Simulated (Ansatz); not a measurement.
Consider the ligand exchange at the Si–C bond: `O=CC(O)[SiH3]` + `NCBCl` → `[SiH3]NCBCl` + `O=CCO`.

Isolated molecules relaxed with PBE0-D4/def2-TZVP in Ansatz; ΔE leaves out vibrations. CBS: MP2 limit from def2 TZ/QZ plus the TZ coupled-cluster correction, frozen cores. Functionals use def2-TZVPP. Each species was taken in one conformer, which may not be the lowest.

| level | ΔE (kJ/mol) | difference from CCSD(T)/CBS |
| --- | --- | --- |
| ωB97X-V | -46.2 | -0.2 |
| ωB97M-V | -45.4 | 0.6 |
| B2PLYP | -46.8 | -0.8 |
| PBE | -32.9 | 13.1 |
| PBE0 | -39.9 | 6.1 |
| CCSD(T)/def2-TZVPP | -46.9 | -0.9 |
| MP2/def2-QZVPP | -47.4 | -1.4 |
| HF/CBS(def2) | -64.0 | -18.0 |
| MP2/CBS(def2) | -46.8 | -0.8 |
| CCSD/CBS(def2) | -49.2 | -3.2 |
| CCSD(T)/CBS | -46.0 | 0 |

Largest T1 diagnostic among the species: 0.015.

In def2-TZVPP, CCSD(T) changes the Hartree–Fock value by +16.4 kJ/mol (the triples alone add +3.2 kJ/mol) and MP2 by +15.6 kJ/mol. From PBE to PBE0 (25 % exact exchange), in def2-TZVPP and without D4, ΔE moves by −7.0 kJ/mol.
